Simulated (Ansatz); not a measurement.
```yaml
crystal:
  periodic: [false, false, false]
  atoms:
    - {symbol: As, position_ang: [0.932570, -0.308975, 0.478536]}
    - {symbol: As, position_ang: [-0.932570, 0.308975, -0.478536]}
basis:
  gaussian: {orbitals: ANO-RCC-VTZP, final_grid: {core_spheres: 20, valence_spheres: 16, degree: 47}}
total_charge: 2
hamiltonian: {xc: {name: PBE0}, dispersion: rvv10}
output: {forces: true}
```

```sh
$ ansatz run in.yaml --threads 2 --pin off --events-out ev --progress --plain --max-ram 32768MiB --backend cpu
```

Task: How does Ansatz answer? (Estimate.)

Result: Computed: The input was rejected before any iteration.
```
Error: inconsistent input (hamiltonian.dispersion, hamiltonian.xc): `dispersion: rvv10` has no transferable b for PBE exchange — Sabatini et al. (2013) fitted b=6.3 to rPW86, and the PBE refits of Peng & Perdew (2017) are task-dependent (b=6.6 S22 / b=10.0 layered). Use `xc: {exchange: rpw86, correlation: pbe}` for the original rVV10 or `xc: r2scan` for the r²SCAN+rVV10 pairing
```
